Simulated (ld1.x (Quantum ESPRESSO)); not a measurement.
# Transferability test, TM potential for N (Z = 7)

nitrogen (N), norm-conserving Troullier–Martins (Kleinman–Bylander form), made with ld1.x (Quantum ESPRESSO) 7.5 (PBE, non-relativistic). Core [He], reference 2s2 2p3. Waves: 2p (bound): rc 1.85 bohr; 2s (bound): rc 0.75 bohr. Local part: the s channel. Core correction: Bessel-smoothed model core inside 0.35 bohr.

Energies are relative to the spin-unpolarised reference configuration 2s2 2p3; without spin polarisation the order of configurations can differ from experiment.

(1) Give the all-electron excitation energy and the error of the potential for: 2s2 2p2; 2s2 2p1; 2s2 2p0; 2s1 2p0; 2s2 2p3.3; 2s0 2p5; 2s2 2p2.5.

Levels in the configuration 2s2 2p3.3:

| level | all-electron (eV) | pseudo (eV) |
| --- | --- | --- |
| 2s | -15.099 | -15.092 |
| 2p | -3.776 | -3.777 |

## Answers

(1)

| valence configuration | charge | ΔE all-electron (eV) | error AE − PS (meV) |
| --- | --- | --- | --- |
| 2s2 2p2 | +1 | 13.597 | +27 |
| 2s2 2p1 | +2 | 42.456 | +269 |
| 2s2 2p0 | +3 | 89.541 | +1183 |
| 2s1 2p0 | +4 | 167.310 | +1934 |
| 2s2 2p3.3 | -0.3 | -1.620 | +0.2 |
| 2s0 2p5 | 0 | 22.981 | +2.8 |
| 2s2 2p2.5 | +0.5 | 5.096 | +3.6 |
